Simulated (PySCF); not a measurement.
# Cr(2+) (chromium, charge +2) across methods

[Ar] 3d3 4s1, high-spin 5F determinant (an excited configuration). Computed with PySCF 2.14 in x2c-QZVPPall with one added diffuse shell each of s, p, d, f, g type (12s8p6d4f3g, 121 functions), with the spin-free X2C one-electron Hamiltonian (Gaussian nucleus).

| method | E (hartree) | mean ε 3p β (eV) | mean ε 3d α (eV) | mean ε 4s α (eV) | Σ⟨r²⟩ (bohr²) | ⟨S²⟩ |
| --- | --- | --- | --- | --- | --- | --- |
| LDA | -1047.349 | -70.810 | -30.201 | -21.779 | 20.93 | 6.000 |
| UHF | -1048.69725 | -81.004 | -39.539 | -24.208 | 21.16 | 6.002 |
| PBE | -1049.457 | -70.701 | -30.163 | -21.498 | 20.99 | 6.000 |
| TPSS | -1049.726 | -71.016 | -30.276 | -21.366 | 20.99 | 6.001 |
| M06-2X | -1049.693 | -76.619 | -34.920 | -23.017 | 20.98 | 6.001 |
| r2SCAN | -1049.673 | -71.605 | -30.891 | -21.708 | 20.92 | 6.001 |
| r2SCANh | -1049.668 | -72.669 | -31.819 | -22.012 | 20.92 | 6.001 |

Task: Estimate the same row for PBE0.

Result: E (hartree) = -1049.494; mean ε 3p β (eV) = -73.658; mean ε 3d α (eV) = -32.678; mean ε 4s α (eV) = -22.280; Σ⟨r²⟩ (bohr²) = 20.97; ⟨S²⟩ = 6.001.
